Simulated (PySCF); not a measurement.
**PBE0 on Be+ (beryllium, charge +1)**

Configuration: [He] 2s1, 2S determinant. All numbers are calculated (PySCF 2.14, the non-relativistic Hamiltonian (point nucleus), in aug-cc-pVDZ (4s3p2d, 23 functions)).

```
Total energy                                     : -14.3040 hartree
One-electron energy                              : -17.5883 hartree
Hartree (Coulomb) energy                         : 5.8100 hartree
Exchange-correlation energy                      : -2.5256 hartree
Kinetic energy                                   : 14.18021 hartree
⟨S²⟩                                             : 0.7500
⟨L²⟩                                             : 0.000
Sum of ⟨r⟩                                       : 3.131 bohr
Sum of ⟨r²⟩                                      : 6.638 bohr²
Density at the nucleus (Gaussians lack the cusp) : 33.4 bohr⁻³
Spin density at the nucleus                      : 0.652 bohr⁻³
Langevin diamagnetic susceptibility              : -5.26 ×10⁻⁶ cm³/mol
Time after the integrals                         : 0.08 s of wall time on 1 thread of Neoverse-N1 (shared host)
```

| shell | electrons | mean orbital energy (eV) | rms radius, mean of both spins (bohr) |
| --- | --- | --- | --- |
| 1s α | 1 | -123.82 | 0.486 |
| 1s β | 1 | -123.28 | 0.486 |
| 2s α | 1 | -15.490 | 2.48 |
